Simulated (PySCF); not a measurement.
A series of substituents X on one scaffold: BH2-X. All species are isolated molecules in the gas phase. One relaxed conformer stands for each flexible species; it need not be the lowest. Strings in code marks are SMILES.

The numbers are results of PBE-D3(BJ)/def2-TZVP // M06-2X/def2-TZVP run with PySCF, not measurements. Excitations are Tamm–Dancoff values on a coarser integration grid. The basis has no diffuse functions, so Rydberg states are missing or too high.

```tsv
species	brightest of the four lowest singlets (TDA) (eV)	HOMO (eV)	S1–T1 gap (TDA) (eV)
X = difluoromethyl (`BC(F)F`)	–	-7.37	0.55
X = cyanomethyl (`BCC#N`)	–	-7.99	…
X = borono (`OB(B)O`)	–	…	0.81
X = bromo (`BrB`)	6.20	-6.95	0.31
```

**Question.** Complete the blanks.

**Answer.** 
- X = cyanomethyl (`BCC#N`), S1–T1 gap (TDA) (eV): 0.62
- X = borono (`OB(B)O`), HOMO (eV): -6.69
